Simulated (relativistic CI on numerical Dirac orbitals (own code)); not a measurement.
## Cr²⁺ in a cubic cluster: L2,3 absorption with charge transfer

Computed with a charge-transfer multiplet model of a cubic metal-ligand cluster with up to one ligand hole, Slater and spin-orbit integrals from Dirac-Coulomb-Breit ions, Slater integrals scaled by 0.9. The ground state mixes d4 with configurations of k ligand holes L, whose averages lie at kΔ + k(k − 1)U_dd/2; a core hole lowers each added d electron by U_cd. 300 K, Lorentzian 0.4 eV and Gaussian 0.3 eV FWHM.

Atomic integrals in eV (Slater integrals scaled, ζ unscaled), ground: F2dd 8.634, F4dd 5.365, zeta_d 0.027; with the core hole: F2dd 9.411, F4dd 5.854, zeta_d 0.040, zeta_core 5.624, F2cd 5.290, G1cd 3.859, G3cd 2.190.

Cluster parameters (eV): Δ = 6.3, U_dd = 5.1, U_cd = 6, 10Dq = 0.5, 10Dq(ligand) = 0.9, final-state hopping factor = 0.9.

```tsv
Case	n_d	d4	d5L	S
V(eg) = 1 eV, V(t2g) = -0.51 eV	4.09	0.91	0.09	2.00
V(eg) = 1.3 eV, V(t2g) = -0.66 eV	4.13	0.87	0.13	2.00
V(eg) = 2.2 eV, V(t2g) = -1.12 eV	4.22	0.78	0.22	2.00
```

Weights, n_d and S are thermal averages at 300 K. Photon energies count from the first peak over 30 % of the highest in each spectrum, which can be another peak from case to case. The parameters are a model scan and need not match a compound or its usual spin state. Peaks in eV (height, largest 100):
- V(eg) = 1 eV, V(t2g) = -0.51 eV: -3.9 (7), -3.0 (8), -2.4 (7), 0.0 (100), 0.8 (80), 2.8 (41), 5.4 (29), 6.5 (36), 8.0 (27), 9.5 (38), 10.2 (41), 12.0 (10)
- V(eg) = 1.3 eV, V(t2g) = -0.66 eV: -3.8 (6), -2.9 (7), -2.3 (7), 0.0 (100), 0.9 (79), 2.6 (37), 5.4 (27), 6.5 (32), 7.9 (26), 9.5 (37), 10.1 (40), 11.9 (9)
- V(eg) = 2.2 eV, V(t2g) = -1.12 eV: -3.6 (5), -2.7 (6), 0.0 (100), 1.0 (79), 2.7 (30), 5.5 (22), 6.7 (23), 7.7 (25), 10.0 (37)

Curve for V(eg) = 1 eV, V(t2g) = -0.51 eV (points under 2 left out, the grid thinned):

```json
{"E (eV)": "-4.4", "Intensity": "2.0"}
{"E (eV)": "-4.0", "Intensity": "5.7"}
{"E (eV)": "-3.6", "Intensity": "4.7"}
{"E (eV)": "-3.2", "Intensity": "5.8"}
{"E (eV)": "-2.8", "Intensity": "7.0"}
{"E (eV)": "-2.4", "Intensity": "7.3"}
{"E (eV)": "-2.0", "Intensity": "7.1"}
{"E (eV)": "-1.6", "Intensity": "15.6"}
{"E (eV)": "-1.1", "Intensity": "26.1"}
{"E (eV)": "-0.7", "Intensity": "39.6"}
{"E (eV)": "-0.3", "Intensity": "74.0"}
{"E (eV)": "0.1", "Intensity": "99.1"}
{"E (eV)": "0.5", "Intensity": "79.1"}
{"E (eV)": "0.9", "Intensity": "80.0"}
{"E (eV)": "1.3", "Intensity": "75.8"}
{"E (eV)": "1.7", "Intensity": "64.4"}
{"E (eV)": "2.1", "Intensity": "50.9"}
{"E (eV)": "2.5", "Intensity": "38.9"}
{"E (eV)": "2.9", "Intensity": "39.4"}
{"E (eV)": "3.3", "Intensity": "24.8"}
{"E (eV)": "3.7", "Intensity": "15.3"}
{"E (eV)": "4.1", "Intensity": "12.5"}
{"E (eV)": "4.6", "Intensity": "12.9"}
{"E (eV)": "5.0", "Intensity": "18.9"}
{"E (eV)": "5.4", "Intensity": "28.5"}
{"E (eV)": "5.8", "Intensity": "19.8"}
{"E (eV)": "6.2", "Intensity": "24.5"}
{"E (eV)": "6.6", "Intensity": "33.1"}
{"E (eV)": "7.0", "Intensity": "14.7"}
{"E (eV)": "7.4", "Intensity": "14.1"}
{"E (eV)": "7.8", "Intensity": "25.0"}
{"E (eV)": "8.2", "Intensity": "22.9"}
{"E (eV)": "8.6", "Intensity": "15.8"}
{"E (eV)": "9.0", "Intensity": "24.5"}
{"E (eV)": "9.4", "Intensity": "36.8"}
{"E (eV)": "9.8", "Intensity": "37.0"}
{"E (eV)": "10.2", "Intensity": "41.3"}
{"E (eV)": "10.7", "Intensity": "24.3"}
{"E (eV)": "11.1", "Intensity": "14.8"}
{"E (eV)": "11.5", "Intensity": "10.8"}
{"E (eV)": "11.9", "Intensity": "9.4"}
{"E (eV)": "12.3", "Intensity": "8.2"}
{"E (eV)": "12.7", "Intensity": "4.8"}
{"E (eV)": "13.1", "Intensity": "2.8"}
{"E (eV)": "13.5", "Intensity": "2.1"}
```

For the case V(eg) = 1.3 eV, V(t2g) = -0.66 eV, Δ = 6.3 eV is larger than U_dd = 5.1 eV, the Mott-Hubbard side of the Zaanen-Sawatzky-Allen scheme. With the core hole the configuration with one ligand hole lies at Δ + U_dd − U_cd = 5.4 eV above the one without, against Δ in the ground state. The added d electron screens the hole, so the order of the configurations is kept and charge-transfer satellites are weaker than in photoemission.

With at most 1 ligand hole the space is cut while the next configuration still counts, so covalency is underestimated, and a final configuration with one more ligand hole, which can lie low, is missing from the spectra.
